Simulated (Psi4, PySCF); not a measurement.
The Psi4 input:
```
memory 2 GB

molecule mol {
-1 1
O     0.003314   -0.000725    1.150856
C    -0.004809    1.109162    0.264486
C     0.006188   -1.058636    0.303081
C    -0.007157    0.814847   -1.065555
C     0.000394   -0.645473   -0.989758
H    -0.008079    2.061582    0.790059
H     0.012447   -2.041602    0.763395
H     0.001421   -1.333575   -1.833820
}

set {
  basis sto-3g
  reference rhf
  freeze_core true
  mp2_type conv
  scf_type pk
  puream true
  d_convergence 1e-8
}

energy('ccsd(t)')
print_variables()
```

Problem. Convert this to an input for PySCF.

Solution. One answer among several that fit: 
```python
from pyscf import gto, scf, cc

mol = gto.M(
    atom='''
O     0.00331424   -0.00072523    1.15085558
C    -0.00480857    1.10916172    0.26448605
C     0.00618756   -1.05863609    0.30308132
C    -0.00715679    0.81484723   -1.06555540
C     0.00039392   -0.64547339   -0.98975849
H    -0.00807905    2.06158188    0.79005941
H     0.01244746   -2.04160206    0.76339482
H     0.00142101   -1.33357490   -1.83381975
''',
    basis='sto-3g',
    charge=-1,
    verbose=4,
)

mf = scf.RHF(mol)
mf.kernel()

mycc = cc.CCSD(mf, frozen=5)
mycc.kernel()
et = mycc.ccsd_t()
print('E(CCSD(T)) = %.10f' % (mycc.e_tot + et))
```

Both were run: Psi4 gave -225.264511 Eh and PySCF -225.264512 Eh, 0.000 mEh apart.
